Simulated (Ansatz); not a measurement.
Coupled-cluster diagnostics for cis-Cu(H2O)2Cl2 (CuCl2O2H4), Ansatz.

Geometry of the doublet (PBE-D4/def2-SVP):

```
atom    x (Å)    y (Å)    z (Å)
 Cu1  -0.3054  -0.0281  -0.5495
  O2   0.5449  -1.4239   0.7581
  H3   0.1721  -2.1388   0.1633
  H4  -0.0058  -1.4696   1.5660
  O5   0.2922   1.5012   0.7486
  H6  -0.0455   2.1504   0.0643
  H7   1.2662   1.5859   0.7026
 Cl8  -0.8525   1.6744  -1.8766
 Cl9  -1.0664  -1.8516  -1.5767
```

Correlated methods freeze 21 core orbitals.

(1) Estimate the CCSD(T) correlation energy, the shares of MP2 and (T), T1 and the reference's ⟨S²⟩ for: charge 0, doublet, own geometry in def2-SVP; charge 1, triplet, vertical in def2-SVP; and the rough time on 4 threads of Arm Neoverse V1 on a shared host.

## Answers

(1) 
```csv
state,basis,correlation (eV),MP2 share (%),(T) share (%),T1,⟨S²⟩ (pure),wall time
"charge 0, doublet, own geometry",def2-SVP,-26.483,93.5,2.3,0.030,0.75 (0.75),46 s
"charge 1, triplet, vertical",def2-SVP,-26.144,92.3,2.6,0.045,2.01 (2.00),81 s
```
Customary marks for T1 are 0.02 (closed shells), 0.045 (open shells) and about 0.05 (3d metals). T1 exceeds 0.02 in 2 of 2 rows and 0.045 in 1; the higher it lies, the less the single-reference result can be trusted.
